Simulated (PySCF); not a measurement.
## Assigning NMR signals

Molfile (atoms numbered from 1):
```
C7H6O
     RDKit          3D

 14 14  0  0  0  0  0  0  0  0999 V2000
    1.9235   -2.1690   -0.1150 O   0  0  0  0  0  0  0  0  0  0  0  0
    1.1109   -1.2527   -0.0666 C   0  0  0  0  0  0  0  0  0  0  0  0
    1.5905    0.1272   -0.0482 C   0  0  0  0  0  0  0  0  0  0  0  0
    0.9270    1.3027    0.0005 C   0  0  0  0  0  0  0  0  0  0  0  0
   -0.4711    1.5534    0.0487 C   0  0  0  0  0  0  0  0  0  0  0  0
   -1.4858    0.6531    0.0599 C   0  0  0  0  0  0  0  0  0  0  0  0
   -1.4037   -0.7654    0.0251 C   0  0  0  0  0  0  0  0  0  0  0  0
   -0.3161   -1.5644   -0.0288 C   0  0  0  0  0  0  0  0  0  0  0  0
    2.6737    0.1676   -0.0794 H   0  0  0  0  0  0  0  0  0  0  0  0
    1.5391    2.1979    0.0036 H   0  0  0  0  0  0  0  0  0  0  0  0
   -0.7452    2.6006    0.0808 H   0  0  0  0  0  0  0  0  0  0  0  0
   -2.4925    1.0502    0.1001 H   0  0  0  0  0  0  0  0  0  0  0  0
   -2.3653   -1.2663    0.0456 H   0  0  0  0  0  0  0  0  0  0  0  0
   -0.4856   -2.6353   -0.0484 H   0  0  0  0  0  0  0  0  0  0  0  0
  1  2  2  0
  2  3  1  0
  3  4  2  0
  4  5  1  0
  5  6  2  0
  6  7  1  0
  7  8  2  0
  8  2  1  0
  3  9  1  0
  4 10  1  0
  5 11  1  0
  6 12  1  0
  7 13  1  0
  8 14  1  0
M  END
```

Method: GFN2-xTB geometry, shielding tensors at PBE0/pcSseg-1 (GIAO), B3LYP/pcJ-1 coupling constants (without the spin–dipole term), in PySCF 2.14.0 with density-fitted response routines (isolated molecule, a single conformation, equivalent nuclei averaged, no relativistic terms).

References, each an isolated molecule treated in the same way: TMS for ¹³C (σ = 186.93 ppm) and ¹H (σ = 31.72 ppm).

**Question.** Assign these signals to the numbered atoms. ¹³C{¹H} NMR (computed): δ 188.6, 154.6, 141.8, 139.9.

**Answer.** 
```tsv
δ (ppm)	atoms	environment	reason
188.6	C2	ring carbonyl carbon	–
154.6	C3/C8	unsaturated ring CH	–
141.8	C5/C6	unsaturated ring CH	–
139.9	C4/C7	unsaturated ring CH	–
```

C5/C6 and C4/C7 lie closer than the usual error of such a calculation, so a measured spectrum could show them in the other order.

**Question.** Assign these signals to the numbered atoms. ¹H NMR (600 MHz, computed): δ 7.23 (m, 2H), 7.20 (m, 2H), 7.07 (m, 2H).

**Answer.** 
7.23 → H9/H14, hydrogen on a unsaturated ring CH
7.20 → H10/H13, hydrogen on a unsaturated ring CH
7.07 → H11/H12, hydrogen on a unsaturated ring CH

H9/H14 and H10/H13 lie closer than the usual error of such a calculation, so a measured spectrum could show them in the other order.

Multiplet labels drop couplings under 1 Hz and merge nearly equal ones. Couplings among chemically equivalent protons are left out too, so labels in AA′BB′ or AA′XX′ sets are apparent multiplicities. Unscaled 3J(H,H) at this level run about 10 % above measured values. Shifts are as computed. Against solution values, carbons near 30 ppm lie about +3 ppm off and those near 130 ppm about +5 ppm. Of 1211 compounds with measured shifts, 218 miss one by over three times the rms of a fit or turn the order of signals round; such compounds aren't used in these exercises.
